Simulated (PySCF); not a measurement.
## NMR data sheet: C8H8O

```
Formula                               : C8H8O
SMILES                                : C#CC(C#C)[C@@H]1CCO1
InChI                                 : InChI=1S/C8H8O/c1-3-7(4-2)8-5-6-9-8/h1-2,7-8H,5-6H2/t8-/m0/s1
Point group of the computed structure : C1
Degrees of unsaturation               : 5
Carbon signals                        : 8
Proton signals                        : 8
```

Atoms are numbered as in `[CH:1]#[C:2][CH:3]([C:4]#[CH:5])[C@@H:6]1[CH2:7][CH2:8][O:9]1`. Hydrogens are named by the atom that carries them. Ha(C7), Ha(C8) are cis to C3 on the ring; Hb(C7), Hb(C8) are trans to C3 on the ring.

[PySCF 2.14: GIAO PBE0/pcSseg-1 shieldings; GFN2-xTB geometry; gas phase; one conformer; relativity neglected]

Referencing at the same level of theory: 1H (σref 31.72) and 13C (σref 186.93) against TMS; 17O (σref 336.08) against H2O.

| carbon | δC, type | δH (multiplicity) | HMBC from (2–3 bonds) | span of the C tensor (ppm) |
| --- | --- | --- | --- | --- |
| C1 | 77.6, CH | 1.64 (d) | H(C3) | 224 |
| C2 | 85.6, C | – | H(C6), H(C3), H(C1) | 289 |
| C3 | 31.7, CH | 3.74 (m) | H(C6), Ha(C7), Hb(C7), H(C1), H(C5) | 24 |
| C4 | 83.5, C | – | H(C6), H(C3), H(C5) | 293 |
| C5 | 78.2, CH | 1.53 (d) | H(C3) | 216 |
| C6 | 86.1, CH | 4.91 (m) | Ha(C8), Hb(C8), H(C3), Ha(C7), Hb(C7) | 70 |
| C7 | 25.5, CH2 | Hb(C7) 2.83 (m); Ha(C7) 3.09 (m) | H(C6), Ha(C8), Hb(C8), H(C3) | 40 |
| C8 | 71.1, CH2 | Ha(C8) 4.90 (m); Hb(C8) 4.76 (m) | H(C6), Ha(C7), Hb(C7) | 77 |

Other nuclei:
| atoms | nucleus | environment | δ (ppm) | σ (ppm) |
| --- | --- | --- | --- | --- |
| O9 | 17O | ether oxygen | 50.1 | 286.0 |

- Carbon types of the structure: 2 × C, 4 × CH, 2 × CH2, which accounts for all hydrogens.
- δC 86.1: sp3 CH bonded to O; the inductive effect lowers its shielding.
- δC 85.6, 83.5: alkyne carbon; sp carbons lie upfield of alkene carbons because the cylindrical π system leaves one tensor component strongly shielded.
- δC 78.2, 77.6: terminal alkyne carbon; sp carbons lie upfield of alkene carbons because the cylindrical π system leaves one tensor component strongly shielded.
- δC 71.1: sp3 CH2 bonded to O; pulled downfield by the heteroatom.
- δC 25.5: sp3 CH2 in a ring; aliphatic region, no heteroatom directly attached.

Shifts are as computed. Against solution values, carbons near 30 ppm lie about +3 ppm off and those near 130 ppm about +5 ppm. Of 1211 compounds with measured shifts, 218 miss one by over three times the rms of a fit or turn the order of signals round; such compounds aren't used in these exercises. Experimental scales use liquid or dissolved standards, which lie at an offset from isolated H2O (liquid H2O: subtract about 36 ppm). Multiplicities follow the n + 1 count of equivalent neighbours, as no J values were calculated; m marks all less simple cases, F and P coupling included.
